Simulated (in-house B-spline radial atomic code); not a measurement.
RPA and G0W0 for the titanium ion Ti⁴⁺, [Ne] 3s2 3p6, as one setting changes: the share of exact exchange in the PBE hybrid start. A dash marks a level of low quasi-particle weight. Computed with a B-spline radial code for spherical atoms: all electrons, scalar-relativistic (spin-free one-electron X2C), finite nucleus, each spin shell either full or empty, empty states to l = 9 with an (l + 1/2)⁻⁴ tail; G0W0 by contour deformation at full frequency.

```
share of exact exchange in the PBE hybrid start  mean-field level (eV)  G0W0 level (eV)  RPA correlation (Eh)
                                              0                 -89.39        3p -99.37               -1.2118
                                            0.1                 -90.54        3p -99.45               -1.1948
                                            0.2                 -91.68        3p -99.52               -1.1787
                                            0.3                      ?                ?                     ?
                                            0.4                 -93.96        3p -99.64               -1.1487
                                            0.5                 -95.11        3p -99.69               -1.1348
                                            0.6                 -96.25        3p -99.73               -1.1215
                                            0.7                 -97.39        3p -99.77               -1.1087
                                            0.8                      ?                ?                     ?
                                            0.9                 -99.68        3p -99.85               -1.0845
                                              1                -100.82        3p -99.88               -1.0731
```

**Question.** What belongs in the row for 0.8?

**Answer.** mean-field level (eV): -98.53; G0W0 level (eV): 3p -99.81; RPA correlation (Eh): -1.0964.

**Question.** What belongs in the row for 0.3?

**Answer.** mean-field level (eV): -92.82; G0W0 level (eV): 3p -99.58; RPA correlation (Eh): -1.1633.

**Question.** At what share of exact exchange does G0W0 leave the highest level unchanged?

**Answer.** Near 0.92, where the shift changes sign (-0.170 eV at 0.9, +0.941 eV at 1).
